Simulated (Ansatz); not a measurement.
BiH₂I, relaxed as a singlet with RKS PBE-D4/def2-TZVP in Ansatz, starting from the GFN2-xTB geometry. Force threshold 0.02 eV/Å.

In the def2 sets Bi, I take a core potential; there is no spin–orbit coupling.

Start:

Cartesian coordinates in Å:
```
Bi 0.207 -0.239 0.880
H -0.574 1.333 0.576
H -1.179 -1.023 0.078
I 1.547 -0.072 -1.533
```

```csv
step,energy (eV),largest force component (eV/Å),SCF passes
1,-13975.3228,0.560,17
2,-13975.3539,0.316,19
3,-13975.3675,0.066,22
4,-13975.3686,0.017,23
```

Force components are those of the run's own axes.

End:

Cartesian coordinates in Å:
```
Bi 0.2071 -0.2344 0.8575
H -0.6114 1.3629 0.6212
H -1.2289 -1.0462 0.1119
I 1.6333 -0.0823 -1.5906
```

By distances, no bond broke or formed. The bond that changes most is Bi1–I4, from 2.76 to 2.84 Å (atoms count from 1).

No frequencies were taken in this run, so the end may be a saddle point.

Hardware: 4 threads of Intel Xeon on a shared host. Wall time 12 s.
